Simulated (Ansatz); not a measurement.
The cluster Ag₂F⁺, relaxed as a singlet with RKS r2SCAN-D4/def2-TZVP in Ansatz, starting from the GFN1-xTB geometry. Force threshold 0.02 eV/Å.

In the def2 sets Ag takes a core potential; there is no spin–orbit coupling. The relaxation made no stability test and no search for a lower SCF solution. No other spin state of charge 1 was run. The structure comes from a short search, and lower isomers may exist.

Start:

Cartesian coordinates in Å:
```
Ag -1.057 -1.332 -1.286
Ag -0.319 0.339 0.929
F 1.376 0.994 0.357
```

| step | energy (eV) | largest force component (eV/Å) | SCF passes |
| --- | --- | --- | --- |
| 1 | -10710.8208 | 0.607 | 20 |
| 2 | -10711.0352 | 0.421 | 29 |
| 3 | -10711.2793 | 0.528 | 29 |
| 4 | -10711.6005 | 0.682 | 29 |
| 5 | -10712.0006 | 0.780 | 28 |
| 6 | -10712.2817 | 0.351 | 27 |
| 7 | -10712.4200 | 0.454 | 26 |
| 8 | -10712.5645 | 0.339 | 26 |
| 9 | -10712.6649 | 0.274 | 25 |
| 10 | -10712.7181 | 0.144 | 25 |
| 11 | -10712.7415 | 0.030 | 25 |
| 12 | -10712.7438 | 0.010 | 19 |

Force components are those of the run's own axes.

End:

Cartesian coordinates in Å:
```
Ag 0.041 -1.006 -1.832
Ag -0.057 0.999 1.835
F 0.015 0.007 -0.003
```

Bonds lost: Ag1–Ag2 (atoms count from 1). Bonds formed: Ag1–F3 (atoms count from 1). The end is the same structure that another start reached, the lowest one found.

No frequencies were taken in this run, so the end may be a saddle point.

Hardware: 4 threads of Intel Xeon Platinum 8259CL on a shared host. Wall time 12 s.
